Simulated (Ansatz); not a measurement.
Ge₃N₃F₆H₃⁻, that is cyclo-(F2GeNH)3 with one electron more. The state is a doublet with charge -1. Geometry PBE-D4/def2-SVP, that of the neutral singlet; atoms count from 1.

```xyz
15

Ge    1.5757   -0.3778   -0.9770
F     2.2129   -1.9007   -1.5307
F     2.7795    0.7373   -1.5605
N    -0.0416   -0.0344   -1.7216
Ge   -1.6208    0.3425   -0.9141
F    -2.8594   -0.7770   -1.4091
F    -2.2702    1.8550   -1.4828
N    -1.4315    0.3554    0.8892
Ge    0.0454    0.0354    1.8914
F    -0.2325   -1.2468    3.0362
F     0.3810    1.3793    2.9469
N     1.4671   -0.3463    0.8327
H    -0.0631   -0.0399   -2.7466
H    -2.2775    0.5925    1.4175
H     2.3350   -0.5745    1.3286
```

The highest occupied level of the charge -1 doublet lies above zero (up to 1.61 eV). Energy differences put its binding near zero (0.02 eV; vertical, to the charge 0 singlet, at PBE0-D4/def2-SVP), which leaves it undecided.

(1) Estimate the Mulliken populations from the PBE0/def2-SVP orbitals of Ansatz.

(2) Where does the spin sit?

(3) And the Mayer bond orders between bonded heavy atoms (over 0.3)?

## Answers

(1) 
| atom | charge (e) | spin (α − β) |
| --- | --- | --- |
| Ge1 | 0.93 | 0.26 |
| F2 | -0.41 | 0.02 |
| F3 | -0.41 | 0.02 |
| N4 | -0.56 | -0.01 |
| Ge5 | 0.93 | 0.26 |
| F6 | -0.41 | 0.02 |
| F7 | -0.41 | 0.02 |
| N8 | -0.56 | -0.01 |
| Ge9 | 0.93 | 0.26 |
| F10 | -0.41 | 0.02 |
| F11 | -0.41 | 0.02 |
| N12 | -0.56 | -0.01 |
| H13 | 0.12 | 0.05 |
| H14 | 0.12 | 0.05 |
| H15 | 0.12 | 0.05 |
Mulliken values and Mayer orders depend strongly on the basis.

(2) Summed by element: Ge 0.78, F 0.11, N -0.04, H 0.15, of 1 unpaired in all. Largest on single atoms: Ge1 0.26, Ge5 0.26, Ge9 0.26.

(3) Ge1–F2 0.90 (1.74 Å); Ge1–F3 0.91 (1.74 Å); Ge1–N4 0.93 (1.81 Å); Ge1–N12 0.93 (1.81 Å); N4–Ge5 0.93 (1.81 Å); Ge5–F6 0.91 (1.74 Å); Ge5–F7 0.90 (1.74 Å); Ge5–N8 0.93 (1.81 Å); N8–Ge9 0.93 (1.81 Å); Ge9–F10 0.90 (1.74 Å); Ge9–F11 0.90 (1.74 Å); Ge9–N12 0.93 (1.81 Å).
